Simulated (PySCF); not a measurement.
## Calculated NMR parameters of CNN([SiH3])c1cccc(F)c1

* Formula: C7H11FN2Si
* SMILES: CNN([SiH3])c1cccc(F)c1
* Point group of the computed structure: C1
* Degrees of unsaturation: 4
* Carbon signals: 7
* Proton signals: 7

Mapped SMILES: `[CH3:1][NH:2][N:3]([SiH3:4])[c:5]1[cH:6][cH:7][cH:8][c:9]([F:10])[cH:11]1`. Hydrogens are named by the atom that carries them.

PySCF 2.14 calculation with geometry from GFN2-xTB and NMR shieldings at PBE0/pcSseg-1/GIAO; non-relativistic, one conformer, gas phase, one averaged value for each set of equivalent atoms.

Referencing at the same level of theory: ¹H, ¹³C, ²⁹Si vs TMS; ¹⁹F against CFCl3; NH3 for ¹⁵N.

```tsv
carbon	δC, type	δH (multiplicity)	HMBC from (2–3 bonds)	span of the C tensor (ppm)
C1	39.4, CH3	2.66 (s)	–	63
C5	155.2, C	–	H(C6), H(C7), H(C11), H(Si4)	186
C6	113.7, CH	7.84 (d)	H(C7), H(C8), H(C11)	200
C7	136.5, CH	7.49 (m)	H(C6), H(C8)	235
C8	110.2, CH	6.71 (m)	H(C6), H(C7), H(C11)	171
C9	173.5, C	–	H(C7), H(C8), H(C11)	154
C11	102.8, CH	6.22 (m)	H(C6), H(C8)	144
```

Other nuclei:
```tsv
atoms	nucleus	environment	δ (ppm)	σ (ppm)
H(Si4)	¹H	hydrogen on a silicon bonded to N	5.00	26.71
H(N2)	¹H	hydrogen on a nitrogen bonded to O or N	2.86	28.85
F10	¹⁹F	aryl fluorine	-117.7	288.6
Si4	²⁹Si	silicon bonded to N, 3 H	-52.5	401.7
N3	¹⁵N	nitrogen bonded to O or N	111.6	156.1
N2	¹⁵N	nitrogen bonded to O or N	100.7	167.0
```

Carbon types of the structure: 2 × C, 4 × CH, 1 × CH3, leaving 4 H on heteroatoms. δC 173.5: aromatic carbon bearing fluorine; the electronegative substituent deshields the carbon that carries it. δC 155.2: aromatic carbon bearing nitrogen; σ withdrawal by the attached heteroatom moves it downfield of the ring CH carbons. δC 136.5, 113.7, 110.2, 102.8: aromatic CH. δH 7.84, 7.49, 6.71, 6.22: hydrogen on an aromatic CH. δH 2.66: hydrogen on a methyl carbon bonded to N; its carbon carries N, which withdraws density.

Exchangeable OH/NH protons stand at their gas-phase positions; hydrogen bonding in a real sample shifts them, mostly to higher δ. Splittings by ¹⁹F in the carbon and heteronuclear signals aren't shown, as no couplings were computed. Shifts are as computed. Against solution values, carbons near 30 ppm lie about +3 ppm off and those near 130 ppm about +5 ppm. Of 1211 compounds with measured shifts, 218 miss one by over three times the rms of a fit or turn the order of signals round; such compounds aren't used in these exercises. Unscaled 19F shifts against computed CFCl3 carry errors that often reach 10 to 50 ppm. Experimental scales use liquid or dissolved standards, which lie at an offset from isolated NH3 (liquid NH3: subtract about 20 ppm). Multiplicities follow the n + 1 count of equivalent neighbours, as no J values were calculated; m marks all less simple cases, F and P coupling included.
